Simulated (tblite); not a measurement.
Species: C17H10O.
Geometry (GFN2-xTB, Å), atoms numbered from 1 in this order:
```
atom  x, y, z in Å
C1    -0.5544    3.8607   -0.4609
C2    -0.3876    2.6789   -0.3124
C3    -0.1902    1.2912   -0.1434
C4     1.1141    0.7929    0.0377
C5     2.2292    1.6659    0.0468
C6     3.4959    1.1848    0.1814
C7     3.7081   -0.2009    0.2915
C8     2.6559   -1.0688    0.2922
C9     1.3167   -0.6107    0.1982
C10    0.2050   -1.4862    0.2059
C11    0.4155   -2.9039    0.5080
O12   -0.2463   -3.8430    0.1322
C13   -1.1003   -0.9824   -0.0074
C14   -2.2490   -1.8130   -0.0271
C15   -3.4955   -1.2957   -0.2213
C16   -3.6806    0.0874   -0.4010
C17   -2.6064    0.9237   -0.3756
C18   -1.2963    0.4227   -0.1775
H19   -0.7005    4.8915   -0.5916
H20    2.0471    2.7246   -0.0641
H21    4.3411    1.8563    0.1911
H22    4.7177   -0.5771    0.3665
H23    2.8531   -2.1276    0.3452
H24    1.2720   -3.0851    1.1869
H25   -2.1260   -2.8754    0.1029
H26   -4.3542   -1.9505   -0.2367
H27   -4.6761    0.4778   -0.5514
H28   -2.7290    1.9893   -0.5019
```

Computed with GFN2-xTB (tblite): harmonic, unscaled wavenumbers at the GFN2-xTB geometry, gas phase. Errors from tens to a few hundred cm⁻¹ against measured bands are possible. One conformer, not necessarily the lowest.

Harmonic wavenumbers (cm⁻¹): 38.2, 84.5, 94.6, 101.2, 128.3, 136.5, 211.2, 234.3, 254.5, 285.2, 334.6, 348.4, 367.2, 398.9, 420.8, 428.5, 443.6, 460.0, 489.0, 548.3, 557.8, 564.2, 581.7, 641.1, 660.3, 668.7, 692.0, 696.1, 736.4, 762.1, 770.9, 774.9, 870.5, 877.8, 889.8, 910.1, 918.9, 921.5, 927.7, 930.6, 948.5, 1016.3, 1086.9, 1087.3, 1103.8, 1135.2, 1181.4, 1182.2, 1193.9, 1233.0, 1256.6, 1273.3, 1294.8, 1346.1, 1350.9, 1382.1, 1406.9, 1409.8, 1421.5, 1434.0, 1470.0, 1516.7, 1526.0, 1534.1, 1603.7, 1616.3, 1719.5, 2231.6, 2754.2, 3079.9, 3081.2, 3087.3, 3087.7, 3096.2, 3098.2, 3106.5, 3125.8, 3392.2.

A = 591.3, B = 446.2, C = 254.8 MHz; mass 230.073 u (most abundant isotopes); point group C1, symmetry number 1.

Q: What is the zero-point energy?

A: Half the sum of the wavenumbers: 45016 cm⁻¹ = 128.71 kcal/mol.

Q: What is S at 500 K and 1 bar for an ideal gas of classical rigid rotors and harmonic oscillators?

A: Translation 44.80, rotation 34.38, vibration 78.90: S = 158.1 cal/(mol K).

Q: And Cp and H(500 K) − H(0)?

A: Cp = 90.70 cal/(mol K), of which vibrations give 82.75 (their classical limit is 78 R = 155.0); H(500 K) − H(0) = 25.07 kcal/mol without the zero-point energy, 21.10 from vibrations.

Q: What must be added to the electronic energy to get the Gibbs energy at 500 K and 1 bar?

A: ZPE + [H(500 K) − H(0)] − T·S = 128.71 + 25.07 − 79.04 = 74.74 kcal/mol.

Q: How do the functions run with temperature in this model?

A: 
| T (K) | S (cal/(mol K)) | Cp (cal/(mol K)) | H − H(0) (kcal/mol) | G − H(0) (kcal/mol) | ln q(vib) |
| --- | --- | --- | --- | --- | --- |
| 100 | 77.8 | 23.2 | 1.48 | -6.29 | 2.26 |
| 200 | 99.3 | 41.5 | 4.70 | -15.16 | 5.98 |
| 300 | 119.7 | 60.1 | 9.79 | -26.12 | 10.02 |
| 800 | 207.2 | 117.7 | 56.76 | -109.02 | 30.85 |
| 1000 | 234.7 | 128.4 | 81.43 | -153.27 | 38.52 |

q(vib) and H(0) count from the zero-point level.

Q: Blend soft modes into free rotors: weight 1/[1 + (100 cm⁻¹/ν̃)⁴] for the oscillator and the rest for a rotor with moment μB/(μ + B), μ = h/(8π²ν), B = 10⁻⁴⁴ kg m². What vibrational entropy results?

A: 74.44 cal/(mol K) in place of 78.90, which changes −T·S at 500 K by +2.23 kcal/mol.

Hindered rotation and anharmonicity are outside this model. Other conformers, if any are populated, would add a mixing term that is left out. The structure is chiral; the term R ln 2 for an equal mix with its mirror image is left out.
